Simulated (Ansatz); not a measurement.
Mulliken charges of CH₅ClFNSi (`NC(F)[SiH2]Cl`) from ωB97M-V/def2-TZVPP in Ansatz (PBE0-D4/def2-TZVP geometry).

```json
{"atom": "N1", "x (Å)": "-0.305", "y (Å)": "1.170", "z (Å)": "0.878", "charge (e)": "-0.253"}
{"atom": "C2", "x (Å)": "-0.328", "y (Å)": "-0.198", "z (Å)": "0.593", "charge (e)": "0.052"}
{"atom": "F3", "x (Å)": "0.449", "y (Å)": "-0.978", "z (Å)": "1.504", "charge (e)": "-0.248"}
{"atom": "Si4", "x (Å)": "0.391", "y (Å)": "-0.600", "z (Å)": "-1.116", "charge (e)": "0.348"}
{"atom": "Cl5", "x (Å)": "-0.881", "y (Å)": "0.082", "z (Å)": "-2.575", "charge (e)": "-0.214"}
{"atom": "H6", "x (Å)": "0.609", "y (Å)": "1.594", "z (Å)": "0.798", "charge (e)": "0.124"}
{"atom": "H7", "x (Å)": "-0.736", "y (Å)": "1.419", "z (Å)": "1.758", "charge (e)": "0.117"}
{"atom": "H8", "x (Å)": "-1.351", "y (Å)": "-0.574", "z (Å)": "0.695", "charge (e)": "0.112"}
{"atom": "H9", "x (Å)": "1.693", "y (Å)": "0.097", "z (Å)": "-1.257", "charge (e)": "-0.025"}
{"atom": "H10", "x (Å)": "0.543", "y (Å)": "-2.063", "z (Å)": "-1.276", "charge (e)": "-0.014"}
```

By hand: the dipole of these point charges (1 e Å = 4.8032 D).

Σ q r = (0.062, 0.036, 0.030) e Å, of length 0.078 e Å = 0.37 D.

How does the dipole of the full density compare? (An estimate is asked.)

The calculation gave: (0.023, 0.186, 0.195) e Å, 1.30 D; the point charges give 0.28 times that, at 48° from its direction.

Point charges leave out the atoms' own dipoles, such as those of lone pairs, and Mulliken's split depends on the basis, so the two needn't agree.
